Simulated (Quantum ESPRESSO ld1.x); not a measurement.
Question: Co1.75+, 25.25 electrons, occupied as [Ar] 3d5.25 4p2 (fractional occupations, a model configuration). Method: scalar-relativistic Kohn-Sham, revPBE, spin-unpolarised, spherical densities, point nucleus; computed with ld1.x of Quantum ESPRESSO 7.5. Some entries of the table are withheld. Estimate them.

orbital  occ.  eigenvalue (eV)  <r> (bohr)
1s          2         -7626.96         (1)
2s          2         -933.574         (2)
2p          6              (3)      0.2250
3s          2         -134.743      0.7632
3p          6         -97.5203      0.7973
3d       5.25              (4)      0.9115
4p          2              (5)       2.658

Answer: 
(1) 1s <r> (bohr): 0.05619
(2) 2s <r> (bohr): 0.2554
(3) 2p eigenvalue (eV): -804.202
(4) 3d eigenvalue (eV): -38.4818
(5) 4p eigenvalue (eV): -16.7973
